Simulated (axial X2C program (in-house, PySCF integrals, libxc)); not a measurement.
# Curves of ClTiCl⁺ from open-shell CI on d1 s0 p(π)0

Computed with an in-house all-electron X2C program for linear molecules (integrals from PySCF): two-component X2C with atomic mean-field Coulomb and Gaunt terms, basis Cl dyall-v3z, Ti dyall-v3z (cores contracted in-house). Orbitals come from Hartree–Fock averaged over the configuration Ti d1 s0 p(π)0; CI then distributes these electrons over the d, s, p(π) shells of Ti.

Scan along the symmetric stretch (R is each bond); masses Cl 34.969 u, Ti 47.948 u, Cl 34.969 u. Energies in cm⁻¹ from the lowest point; levels are followed by energy order within each Ω. Lowest level at 2.199 Å: 100% d1.

| R (Å) | (1)Ω=3/2 | (1)Ω=5/2 | (1)Ω=1/2 | (2)Ω=3/2 | (2)Ω=1/2 |
| --- | --- | --- | --- | --- | --- |
| 2.045 | 4231 | 4448 | 16086 | 16364 | 16581 |
| 2.122 | 724 | 946 | 11605 | 11867 | 13330 |
| 2.199 | 0 | 227 | 10013 | 10267 | 12588 |
| 2.287 | 1665 | 1896 | 10810 | 11055 | 13997 |
| 2.375 | 5214 | 5449 | 13607 | 13844 | 17141 |
| 2.474 | 10714 | 10953 | 18378 | 18607 | 22100 |
| 2.595 | 18748 | 18990 | 25664 | 25882 | 29451 |

Question: Fit the curves (1)Ω=3/2, (1)Ω=5/2, (1)Ω=1/2, (2)Ω=3/2, (2)Ω=1/2 near their minima.

Answer: From the open-shell CI curves, Te from the lowest:

```json
{"level": "(1)Ω=3/2", "Te (cm⁻¹)": "0", "Re (Å)": "2.184", "ωe (cm⁻¹)": "420.5"}
{"level": "(1)Ω=5/2", "Te (cm⁻¹)": "226", "Re (Å)": "2.184", "ωe (cm⁻¹)": "420.6"}
{"level": "(1)Ω=1/2", "Te (cm⁻¹)": "10016", "Re (Å)": "2.214", "ωe (cm⁻¹)": "406.4"}
{"level": "(2)Ω=3/2", "Te (cm⁻¹)": "10268", "Re (Å)": "2.214", "ωe (cm⁻¹)": "406.2"}
{"level": "(2)Ω=1/2", "Te (cm⁻¹)": "12607", "Re (Å)": "2.187", "ωe (cm⁻¹)": "397.2"}
```

Without dynamic correlation distances can be off by several hundredths of an Å (long for ionic bonds, short for multiple bonds) and the wavenumbers are rough.

There is no dynamic correlation: spin–orbit spacings and, for f shells, spacings inside one term are the most reliable numbers, splittings between terms come out too wide, and energies between configurations are not reliable, so the lowest level need not be the ground state of the molecule. For d shells the ligand-field splittings (σ, π, δ) and their order can be off by a thousand cm⁻¹ or more. At most 6 roots were kept for each Ω > 0 (twice that for Ω = 0) within 3.2 eV of the lowest, so higher up levels can be missing between those listed; levels with Ω > 0 are doubly degenerate and listed once, Ω = 0 levels singly. Some active spinors are only partly of the character that their shell is named for, so the shell names and counts are nominal. States that fill the shells left empty in the average are placed too high. The molecule was held linear; bending was not examined.
